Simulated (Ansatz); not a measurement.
```xyz
6

O     1.190    0.667    1.438
W     0.021    0.008    0.407
O     0.299    0.706   -1.301
S     0.251   -2.105    0.376
Cl   -2.031    0.529    1.194
H     0.271    0.196   -2.115
```

Total charge 0; spin multiplicity 1. W takes the def2 core potential.

Task: List the PBE0/def2-TZVPP orbital energies in eV (the Gaussian-basis code of Ansatz). (Best estimate.)

Result: Computed: Occupied: -2768.21, -2422.62, -524.41, -523.72, -260.05, -217.98, -198.30, -198.22, -198.20, -161.75, -161.73, -161.67, -84.50, -47.78, -47.47, -47.30, -28.98, -26.30, -23.46, -19.36, -15.88, -12.57, -12.28, -12.09, -11.77, -11.36, -10.47, -10.38, -9.86, -9.63, -8.62, -8.01. Lowest empty: -2.78, -2.72, -1.41, -0.79, -0.70, -0.13, 1.49, 2.84.
